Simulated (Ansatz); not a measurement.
`C=C(F)[SiH2][SeH]` + `N[SiH2][AlH2]` → `N[SiH2][SeH]` + `C=C(F)[SiH2][AlH2]`  (redistribution)

Gas-phase electronic energies from Ansatz, PBE0-D4/def2-TZVP geometries. CCSD(T)/CBS is the MP2 limit (def2-TZVPP, def2-QZVPP) plus CCSD(T) − MP2 in def2-TZVPP, frozen cores. Functionals use def2-TZVPP. For Se outer-core shells are correlated without core-valence functions, which leaves a few kJ/mol of doubt a bond. Scalar relativity is left out up to krypton. One conformer a species, not always the lowest.

```json
{"level": "r2SCAN-D4", "ΔE (kJ/mol)": "-20.4"}
{"level": "PBE0-D4", "ΔE (kJ/mol)": "-19.2"}
```

What does CCSD(T)/CBS give? (An estimate is asked.)

Ansatz gave: -19.9 kJ/mol. The listed levels differ from it by -0.5, 0.7 kJ/mol.

Largest T1 diagnostic among the species: 0.013.
